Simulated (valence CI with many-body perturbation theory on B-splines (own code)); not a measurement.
Values are calculated unless marked as measured or tabulated.
# Sb35+: magnetic and hyperfine properties of the levels

Level of theory: relativistic CI+MBPT: six valence electrons over a frozen Dirac-Fock core [Ne], a basis of 9 s, 9 p, 8 d, 6 f, 3 g, 1 h functions for each j, with the one-electron correlation potential Σ1, the two-electron term Σ2, the three-electron term Σ3, Breit, model QED; selected CI, second order for the rest, scaled by the run's own slope (own B-spline code, finite nucleus).

The last digits are not significant, and no measured levels were compared; by estimate large intervals hold to a few tenths of a per cent, small ones and those within an open d or f shell to about a per cent. Among the levels kept, up to 1500 cm⁻¹ of a level comes from second order outside the variational space, and about a tenth of that is noise between levels of different J, which matters for small intervals.

A/g_I is the dipole constant over the nuclear g factor μ/I (μ in nuclear magnetons, uniformly magnetised nucleus), B/Q the quadrupole constant per barn. Both hold the static response of the core; the bare values leave it out. Large factors of s and p1/2 electrons are usually good to 5 to 10 %; those of open d and f shells near neutrality can be off by tens of per cent, and small factors of p3/2, d and f electrons come from cancelling terms and can be off by a factor of two or in sign, in half-filled shells by more. B is blank for J = 1/2, where it vanishes, and for nearly pure S terms. Energies count from the lowest level. Levels with J = 0 are left out.

Levels are named by their leading jj configuration (3d3/2^4 stands for four electrons in 3d with j = 3/2), which in mixed levels can hold well under half, so a name can repeat and another be missing. Letters in brackets count levels of one name in rising energy.

```csv
Level,E (cm⁻¹),g,A/g_I (MHz),A/g_I bare,B/Q (MHz/b),B/Q bare
(3s^2 3p1/2^2 3p3/2^2) J=2,0,1.361,54400,54300,22000,21500
(3s^2 3p1/2 3p3/2^3) J=1,462030,1.496,-16800,-14800,-52100,-51000
(3s^2 3p1/2 3p3/2^3) J=2,514500,1.129,130000,127000,-127000,-124000
(3s^2 3p1/2^2 3p3/2 3d3/2) J=2,1152700,1.135,60300,60200,-1930,-1910
(3s^2 3p1/2^2 3p3/2 3d3/2) J=1,1171800,1.213,15800,17200,-30300,-30100
(3s^2 3p1/2^2 3p3/2 3d3/2) J=3,1192000,1.188,36400,37100,72200,71500
(3s^2 3p1/2^2 3p3/2 3d5/2) J=2 [a],1218500,1.324,150000,147000,-84500,-82500
(3s^2 3p1/2^2 3p3/2 3d5/2) J=4,1286000,1.301,24500,25400,83600,83300
(3s^2 3p1/2^2 3p3/2 3d5/2) J=2 [b],1389000,1.364,115000,113000,-67100,-65900
(3s 3p1/2^2 3p3/2^3) J=1,1389300,1.311,-79300,-74900,-15700,-15400
(3s^2 3p1/2^2 3p3/2 3d5/2) J=3,1404100,1.119,26900,27300,39500,39900
(3s^2 3p1/2^2 3p3/2 3d5/2) J=1,1486200,0.890,-32700,-30900,5290,5550
(3s^2 3p1/2 3p3/2^2 3d3/2) J=2 [a],1583500,1.006,81400,80400,-73900,-72600
(3s^2 3p1/2 3p3/2^2 3d3/2) J=1 [a],1587700,0.939,123000,121000,-23600,-23400
(3s^2 3p1/2 3p3/2^2 3d3/2) J=3 [a],1617700,1.117,76500,76000,-28000,-27300
(3s^2 3p1/2 3p3/2^2 3d3/2) J=4,1669900,1.088,78000,77300,12800,13400
(3s^2 3p1/2 3p3/2^2 3d5/2) J=3 [a],1686600,1.320,-6510,-4840,27100,27100
(3s^2 3p1/2 3p3/2^2 3d5/2) J=4 [a],1703800,1.255,8740,9860,67600,67500
(3s^2 3p1/2 3p3/2^2 3d5/2) J=1,1711100,0.968,266000,259000,-3340,-3230
(3s^2 3p1/2 3p3/2^2 3d3/2) J=2 [b],1727000,0.888,97000,95800,55000,54700
(3s^2 3p1/2 3p3/2^2 3d5/2) J=4 [b],1757900,1.169,65200,64600,-7360,-6380
(3s^2 3p1/2 3p3/2^2 3d5/2) J=5,1777700,1.195,62600,62200,23200,24100
(3s^2 3p1/2 3p3/2^2 3d3/2) J=1 [b],1827500,1.552,60100,60400,27000,26500
(3s^2 3p1/2 3p3/2^2 3d3/2) J=3 [b],1828900,1.191,22400,23400,6870,7400
(3s^2 3p1/2 3p3/2^2 3d3/2) J=2 [c],1832400,1.285,80500,79800,13400,12700
(3s^2 3p1/2 3p3/2^2 3d5/2) J=2 [a],1864300,1.241,-32400,-30100,81600,80800
(3s^2 3p1/2 3p3/2^2 3d5/2) J=3 [b],1900600,1.134,67900,67300,85100,84600
(3s^2 3p1/2 3p3/2^2 3d3/2) J=1 [c],1901300,1.163,-5750,-4310,-38900,-38000
(3s^2 3p1/2 3p3/2^2 3d5/2) J=2 [b],1916600,1.058,65000,64400,19600,19600
(3s^2 3p1/2 3p3/2^2 3d5/2) J=3 [c],1950300,1.044,74200,73100,-38800,-37500
(3s^2 3p1/2 3p3/2^2 3d3/2) J=1 [d],1959900,0.949,14200,15300,24800,24700
(3s^2 3p1/2 3p3/2^2 3d5/2) J=2 [c],2008900,1.185,17100,17700,-72700,-71200
```

Problem. Take the isotope of mass number 121, with I = 5/2, μ = 3.358 μN and Q = -0.543 b. What is the hyperfine structure of (3s^2 3p1/2^2 3p3/2 3d3/2) J=1?

Solution. From the table A = 21200 MHz, B = 16400 MHz. Shifts from the centre of gravity in MHz: F = 3/2: -62700, F = 5/2: -34300, F = 7/2: 57100.
